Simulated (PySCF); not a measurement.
A calculated (LDA, PySCF 2.14, x2c-QZVPPall, the spin-free X2C one-electron Hamiltonian (Gaussian nucleus)) atom or ion has these occupied shells.

| shell | electrons | orbital energy (eV) | rms radius, mean of both spins (bohr) |
| --- | --- | --- | --- |
| 1s α | 1 | -38636.3 | 0.0287 |
| 1s β | 1 | -38636.3 | 0.0287 |
| 2s α | 1 | -6165.3 | 0.116 |
| 2s β | 1 | -6165.3 | 0.116 |
| 2p α | 3 | -5536.9 | 0.104 |
| 2p β | 3 | -5536.9 | 0.104 |
| 3s α | 1 | -1331.0 | 0.305 |
| 3s β | 1 | -1331.0 | 0.305 |
| 3p α | 3 | -1129.6 | 0.305 |
| 3p β | 3 | -1129.5 | 0.305 |
| 3d α | 5 | -836.17 | 0.283 |
| 3d β | 5 | -836.16 | 0.283 |
| 4s α | 1 | -280.87 | 0.696 |
| 4s β | 1 | -280.84 | 0.696 |
| 4p α | 3 | -215.12 | 0.740 |
| 4p β | 3 | -215.09 | 0.740 |
| 4d α | 5 | -119.26 | 0.827 |
| 4d β | 5 | -119.22 | 0.827 |
| 5s α | 1 | -54.169 | 1.63 |
| 5s β | 1 | -54.077 | 1.63 |
| 5p α | 3 | -37.404 | 1.88 |
| 5p β | 3 | -37.258 | 1.88 |
| 6s α | 1 | -15.230 | 3.89 |

Name the element and its charge.

La²⁺ (lanthanum, charge +2), in [Xe] 6s1, 2S determinant (an excited configuration).
